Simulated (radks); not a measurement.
Spherical quantum dot in the effective-mass picture: electrons in a parabolic well V = omega^2 r^2 / 2 with omega = 0.694, with a point charge +2 (a donor) at the centre, all in effective atomic units (hartree* = m*/eps^2 hartree, bohr* = eps/m* bohr), one dielectric constant everywhere. Method: non-relativistic Kohn-Sham, r2SCAN, spin-polarised, spherical densities, generalised Kohn-Sham scheme; computed with a radial shooting solver with Libxc functionals. Levels are named by radial order and angular momentum (1s, 1p, 1d, 2s, ...), and open shells are averaged over m.

N = 16, configuration 1s2 1p6 1d(up 5, down 1) 2s2. This is the lowest configuration that the search found. Occupied and some empty levels:

level    occupation  eigenvalue (hartree*)  <r> (bohr*)
1s up             1                 5.7006        1.015
1s down           1                 5.7035       0.9898
1p up             3                 6.5493        2.351
2s up             1                 6.6115        2.371
1p down           3                 6.6140        2.312
2s down           1                 6.6803        2.371
1d up             5                 6.9814        2.737
1d down           1                 7.0657        2.728
1f up             0                 7.4443        3.010
2p up             0                 7.5143        2.578
1f down           0                 7.5386        3.018
2p down           0                 7.5713        2.591
1g up             0                 7.9462        3.241
1g down           0                 8.0456        3.259

Energy (hartree*): total 59.2060, kinetic 12.405, external 4.0595, Hartree 49.242, exchange-correlation -6.5011.
